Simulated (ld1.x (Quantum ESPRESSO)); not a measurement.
# What one change does to a pseudopotential (Pt (Z = 78), TM)

- Element: Pt
- Generator: ld1.x (Quantum ESPRESSO) 7.5
- Type: norm-conserving Troullier–Martins (Kleinman–Bylander form)
- Functional: revPBE
- Relativity: scalar-relativistic
- Frozen core: [Kr] 4d10 4f14
- Valence charge: 18
- Reference configuration: 5s2 5p6 5d10 6s0 6p0
- Partial waves: 5s (bound): rc 1.60 bohr; 5p (bound): rc 1.80 bohr; 5d (bound): rc 1.75 bohr
- Local potential: all-electron potential smoothed inside 1.50 bohr (lloc = -1)
- Core correction: none

Change: wave 5d (bound): rc 1.75 bohr becomes 5d (bound): rc 2.24 bohr.

Cutoffs: the cutoffs (Ry, on a coarse ladder) from which the occupation-weighted sum of valence levels, in a spherical-Bessel basis at the reference potential, stays within 10 and 1 mRy of its value at 400 Ry; they do not see the model core or the augmentation charge, which bear on the density cutoff. Errors are all-electron minus pseudo energies relative to the spin-unpolarised reference configuration.

Task: How do hardness, ghosts and transferability respond?

Result: The potential gets neither clearly harder nor softer (55 Ry and 80 Ry → 55 Ry and 80 Ry); the s channel sets the loose cutoff, while the largest relative change is in d, which becomes softer; of the 7 tests that both files solve, the error grows in 2 and shrinks in 1 by more than 15 % and 0.3 meV (median size 50.8 → 50.6 meV); neither file shows a bound ghost.

| quantity | base | changed |
| --- | --- | --- |
| cutoff, loose | 55 Ry | 55 Ry |
| cutoff, tight | 80 Ry | 80 Ry |
| loose cutoff by channel (10 mRy a level) | s 35 Ry, p 25 Ry, d 35 Ry | s 35 Ry, p 25 Ry, d 30 Ry |
| bound ghosts | none | none |
| error for 5s2 5p6 5d9 6s1 6p0, meV [ΔE 0.05 eV] | +594 | +595 |
| error for 5s2 5p6 5d9 6s0 6p0, meV [ΔE 9.12 eV] | +1.1 | +0.4 |
| error for 5s2 5p6 5d8 6s0 6p0, meV [ΔE 29.00 eV] | 0.0 | -2.5 |
| error for 5s2 5p6 5d8 6s1 6p0, meV [ΔE 11.15 eV] | +835 | +836 |
| error for 5s2 5p6 5d9 6s0 6p1, meV [ΔE 5.08 eV] | +51 | +51 |
| error for 5s2 5p6 5d7 6s0 6p0, meV [ΔE 61.14 eV] | -5.0 | -5.9 |
| error for 5s2 5p6 5d9.5 6s0.5 6p0, meV [ΔE -0.09 eV] | +277 | +277 |
